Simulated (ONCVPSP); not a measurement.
**Which change was made? (Ni, ONCV)**

* Element: Ni (Z = 28)
* Generator: ONCVPSP 4.0.1
* Type: optimised norm-conserving Vanderbilt (ONCV)
* Functional: PBE
* Relativity: scalar-relativistic
* Frozen core: [Ne]
* Valence charge: 18
* Reference configuration: 3s2 3p6 3d8 (charge +2)
* Partial waves: 3s: rc 0.85 bohr, ncon 4, nbas 9, qcut 8.4 1/bohr, 1 projector; 3p: rc 1.00 bohr, ncon 5, nbas 9, qcut 12.5 1/bohr, 2 projectors, debl 2.1 Ha; 3d: rc 1.50 bohr, ncon 3, nbas 8, qcut 9.4 1/bohr, 2 projectors, debl 1.8 Ha
* Local potential: polynomial inside 0.60 bohr (lpopt 5, dvloc0 6 Ha)
* Core correction: none

In the p channel the program set the typed energies aside and used -3.348, 0.250 Ha.

Cutoffs, loose and tight: the cutoffs (Ha) at which the residual kinetic energy of the hardest occupied pseudo-wave falls to 1 and 0.1 mHa per electron. They do not see the model core or the augmentation charge, which bear on the density cutoff. Test errors are all-electron minus pseudo excitation energies from the reference, over the configurations 3s2 3p6 3d8 4s2; 3s2 3p6 3d8 4s1; 3s2 3p6 3d7; 3s2 3p6 3d7 4s2; variants that change the core or the reference have their own tests. The largest error is taken over the tests solved by every variant that gives reliable tests at all, those not shown here included: 3s2 3p6 3d7; 3s2 3p6 3d8 4s1; 3s2 3p6 3d8 4s2.

The base gives: outcome: generated, projector energies reset by the program; cutoff, loose: 286 Ha; cutoff, tight: 342 Ha; bound ghosts: none; GHOST(+) flags above zero: none; largest test error (meV): +710.

Task: After one change the result is: outcome: generated, projector energies reset by the program; cutoff, loose: 527 Ha; cutoff, tight: 644 Ha; bound ghosts: none; GHOST(+) flags above zero: s; largest test error (meV): +305. Which change was it?
A. s: rc 1.18
B. s: rc 0.9
C. s: rc 0.6

Result: C. The others give: s: rc 1.18 → outcome: generated, projector energies reset by the program; cutoff, loose: 38 Ha; cutoff, tight: 66 Ha; bound ghosts: none; GHOST(+) flags above zero: none; largest test error (meV): +2131 | s: rc 0.9 → outcome: generated, projector energies reset by the program; cutoff, loose: 192 Ha; cutoff, tight: 296 Ha; bound ghosts: none; GHOST(+) flags above zero: none; largest test error (meV): +871.
